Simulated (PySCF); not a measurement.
C₇H₅ClO₂ (charge -1 and doublet state).
Geometry (PBE0-D3(BJ)/def2-SVP, Å), atoms numbered from 1 in this order:
```xyz
15
C7H5ClO2 angstrom
O     -2.5998   -1.5982   -0.0512
C     -2.0566   -0.4842   -0.0764
O     -2.8735    0.6281   -0.2334
C     -0.6710   -0.1864    0.0368
C      0.2748   -1.2573    0.1956
C      1.6260   -1.0195    0.3060
C      2.1170    0.3060    0.2655
Cl     3.8419    0.6086    0.4080
C      1.2180    1.3846    0.1130
C     -0.1355    1.1480    0.0014
H     -3.7464    0.2184   -0.2836
H     -0.1173   -2.2768    0.2258
H      2.3307   -1.8474    0.4256
H      1.6088    2.4059    0.0846
H     -0.8260    1.9860   -0.1161
```

The hyperfine couplings belong to this conformer and change with its torsions.

Identity: `[O-][C](O)c1ccc(Cl)cc1` [radical] (charge -1).

The calculation used PySCF, UKS B3LYP, IGLO-III on C Cl O, pcH-1 on H, non-relativistic, mean-field spin-orbit, GIAO. Whether the extra electron is bound in the gas phase wasn't checked; a finite basis holds it in any case. The geometry's basis has no diffuse functions, a weakness for an anion. The SCF solution wasn't tested for stability.

Q: Break the g tensor into its mass correction, gauge correction and orbital-Zeeman/spin–orbit terms.

A: 
| Δg (ppm) | 1 | 2 | 3 |
| --- | --- | --- | --- |
| relativistic mass correction | -190 | -190 | -190 |
| gauge correction | -6 | 44 | 44 |
| orbital Zeeman/spin–orbit | -325 | 2034 | 2460 |
| total | -521 | 1888 | 2314 |

So g = 2.00180, 2.00421, 2.00463 and g_iso = 2.00355; the tensor is rhombic: the two nearest values differ by 15 % of g3 − g1. Axes: g1 is normal to the molecular plane and g3 points within 1° of the C9–C10 bond.

Q: How much does each term add to the isotropic shift?

A: The orbital-Zeeman/spin–orbit term 1390, the mass correction -190 and the gauge correction 27 ppm, for a total of 1227 ppm. The orbital-Zeeman/spin–orbit term is the largest in size. The mass correction is the same along every axis, so the anisotropy comes from the other two: their spans along these axes are 50 (gauge) and 2784 ppm (orbital Zeeman/spin–orbit).

Q: What effective moment and Curie constant follow for a powder?

A: With the mean of g² = 4.0142 and S(S+1) = 0.75: μ_eff = √(⟨g²⟩S(S+1)) = 1.735 μB and χT = 0.12505·⟨g²⟩·S(S+1) = 0.376 cm³ K/mol (cgs; spin-Hamiltonian part alone).

Q: What are the electron Larmor frequencies g μB B/h along the three axes at 330 mT?

A: 9.2458, 9.2570, 9.2589 GHz for g1, g2 and g3, a range of 13.1 MHz.

Q: In a frozen sample, at which fields do the three g values resonate at 9.5, 34, 94 and 263 GHz (hyperfine left aside), and which band first spreads them over more than twice a line width of 1.0 mT?

A: 
```json
{"band": "X", "GHz": "9.5", "B(g3) mT": "338.59", "B(g2) mT": "338.66", "B(g1) mT": "339.07", "spread mT": "0.48"}
{"band": "Q", "GHz": "34.0", "B(g3) mT": "1211.80", "B(g2) mT": "1212.06", "B(g1) mT": "1213.52", "spread mT": "1.72"}
{"band": "W", "GHz": "94.0", "B(g3) mT": "3350.28", "B(g2) mT": "3350.99", "B(g1) mT": "3355.03", "spread mT": "4.74"}
{"band": "J", "GHz": "263.0", "B(g3) mT": "9373.66", "B(g2) mT": "9375.66", "B(g1) mT": "9386.94", "spread mT": "13.27"}
```

The spread grows in proportion to the frequency. W band is the first where it exceeds 2.0 mT.

The largest Mulliken spin populations are on C7 (+0.35), C10 (+0.19), C5 (+0.19) and C2 (+0.19). Four atoms exceed +0.15.

The HOMO–LUMO gaps are 2.50 eV among the α and 5.13 eV among the β orbitals.

The SMILES draws the unpaired electron on C2; the largest computed Mulliken spin population is on C7 (0.35 against 0.19).
